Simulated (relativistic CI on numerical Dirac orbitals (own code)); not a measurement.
# One change at a time: Bi LXXIII

Base calculation: Dirac-Coulomb-Breit CI, separate exchange-only KLI orbitals for each configuration, a model potential for QED, unscaled Slater integrals.

Configurations in the expansion (outside the closed core [Ne]): 3s, 3p, 3d, 4s, 4p, 4d, 4f, 5s, 5p, 5d, 5f, 5g, 6s, 6p, 6d, 7s, 7p. Levels of other configurations are missing.

The lowest level and the first level of each name with at least 55 % of one term (blank where a level has no safe partner in the second run):

```tsv
Level	Base (eV)	Shift (eV)
3s 2S_1/2	0.00	0.00
3p 2P°_1/2	192.41	-42.99
3p 2P°_3/2	840.47	-691.05
3d 2D_3/2	1055.66	-703.54
3d 2D_5/2	1199.53	-847.41
4s 2S_1/2	4312.59	-503.36
4p 2P°_1/2	4391.74	-519.34
4p 2P°_3/2	4657.24	-784.85
4d 2D_3/2	4738.82	-788.45
4d 2D_5/2	4800.96	-850.59
4f 2F°_5/2	4842.77	-845.80
4f 2F°_7/2	4870.23	-873.25
5s 2S_1/2	6226.65	-689.96
5p 2P°_1/2	6266.23	-697.33
```

At this charge energies of transitions that change n are usually good to better than 1 %, and those within a shell (Δn = 0) to a few per cent.

One thing was changed in a second run, which moved the levels as shown. Which?
A. P86 correlation estimate
B. QED terms removed
C. configuration mixing switched off
D. non-relativistic limit
E. Breit term removed

D. Non-relativistic limit. Without relativity the fine structure collapses and s electrons lose their extra binding.
